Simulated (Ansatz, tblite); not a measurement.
Spin states of Si16OH28, each relaxed with PBE-D4/def2-SVP in Ansatz. Electronic energies in the gas phase.

The xTB rows come from tblite. Correlated methods freeze 81 core orbitals. The rows differ in basis, and correlated rows in double-zeta sets carry the largest basis error. Single mean-field runs in def2-TZVP are fitted with def2-universal-jkfit.

Singlet geometry:

Cartesian coordinates in Å:
```
Si 0.556 -2.701 -2.971
Si 3.821 0.245 1.228
Si 1.350 2.877 1.129
O 1.460 0.215 -1.378
Si -0.492 -3.290 0.836
Si -0.534 -1.059 1.621
Si -2.569 0.018 1.097
Si -3.176 -2.680 -1.780
Si -1.326 3.151 3.194
Si 2.724 -0.793 -0.572
Si 0.941 -0.382 -2.992
Si -1.017 -3.554 -1.440
Si 0.615 1.790 -0.825
Si 3.663 2.558 0.835
Si 0.723 1.945 3.204
Si -3.308 -0.429 -1.103
Si -2.677 2.363 1.429
H 0.043 -2.895 -4.381
H 1.889 -3.394 -2.871
H 5.197 -0.365 1.091
H 3.180 -0.212 2.506
H 1.036 4.252 0.542
H 0.834 -3.947 1.139
H -1.563 -4.072 1.560
H 0.648 -0.353 1.002
H -0.324 -1.145 3.105
H -3.575 -0.673 1.991
H -3.583 -2.843 -3.224
H -4.098 -3.520 -0.931
H -1.348 4.659 3.019
H -2.146 2.875 4.438
H 3.648 -0.995 -1.747
H 2.032 -2.105 -0.325
H 2.044 0.044 -3.919
H -0.301 0.406 -3.271
H -1.023 -5.027 -1.786
H 0.850 2.576 -2.094
H -0.797 1.282 -0.888
H 4.241 2.800 -0.541
H 4.509 3.285 1.847
H 1.530 3.073 3.888
H -2.524 0.381 -2.107
H -4.748 0.012 -1.215
H -2.248 2.975 0.111
H -4.156 2.652 1.548
```

Triplet geometry:

```csv
atom,x (Å),y (Å),z (Å)
Si1,-3.284,0.206,2.676
Si2,2.799,0.834,2.537
Si3,3.125,-1.784,-0.280
O4,-0.079,-0.801,2.409
Si5,-1.604,2.883,0.245
Si6,0.130,1.565,-0.670
Si7,-0.744,0.546,-2.606
Si8,-4.269,0.435,-1.048
Si9,2.932,0.325,-3.730
Si10,0.574,0.529,3.231
Si11,-1.636,-1.468,2.462
Si12,-3.521,1.647,0.831
Si13,0.908,-2.538,-0.304
Si14,3.712,-1.253,1.939
Si15,3.408,0.218,-1.448
Si16,-2.557,-0.845,-2.035
Si17,0.794,-0.619,-3.964
H18,-4.601,-0.511,2.860
H19,-3.025,1.013,3.926
H20,3.561,1.422,3.700
H21,2.901,1.795,1.380
H22,4.053,-2.868,-0.796
H23,-1.113,3.685,1.425
H24,-2.027,3.858,-0.828
H25,0.575,0.523,0.318
H26,1.284,2.479,-0.999
H27,-1.300,1.678,-3.442
H28,-5.432,-0.442,-0.654
H29,-4.754,1.419,-2.084
H30,3.956,-0.380,-4.589
H31,2.888,1.775,-4.146
H32,0.543,0.261,4.715
H33,-0.286,1.744,2.971
H34,-1.733,-2.422,3.626
H35,-1.847,-2.240,1.191
H36,-4.607,2.635,1.195
H37,0.600,-3.359,0.922
H38,0.563,-3.351,-1.527
H39,3.242,-2.311,2.905
H40,5.217,-1.170,2.028
H41,4.654,0.959,-1.028
H42,-2.090,-1.920,-1.088
H43,-3.079,-1.519,-3.281
H44,0.862,-2.066,-3.551
H45,0.307,-0.568,-5.391
```

⟨S²⟩: triplet 2.01 at PBE0-D4/def2-TZVP (pure 2.00).

Only these spin states were relaxed. The triplet has other bonds than the singlet, so the gap mixes isomer and spin.

(1) Estimate which spin state lies lowest at each of these levels, and by how much: GFN1-xTB; GFN2-xTB; HF/def2-SVP; PBE-D4/def2-TZVP; r2SCAN-D4/def2-TZVP; r2SCANh-D4/def2-TZVP; PBE0-D4/def2-TZVP; MP2/def2-SVP.

Answers

(1) 
```tsv
level	triplet − singlet (kcal/mol)	lowest of these	remarks
GFN1-xTB	31.6	singlet	–
GFN2-xTB	11.5	singlet	–
HF/def2-SVP	-15.0	triplet	restricted singlet, untested (singlet)
PBE-D4/def2-TZVP	11.1	singlet	restricted singlet, untested (singlet)
r2SCAN-D4/def2-TZVP	4.8	singlet	restricted singlet, untested (singlet)
r2SCANh-D4/def2-TZVP	4.3	singlet	restricted singlet, untested (singlet)
PBE0-D4/def2-TZVP	8.3	singlet	restricted singlet, untested (singlet)
MP2/def2-SVP	12.3	singlet	restricted singlet, untested (singlet)
```

The xTB methods have no spin-polarisation term.
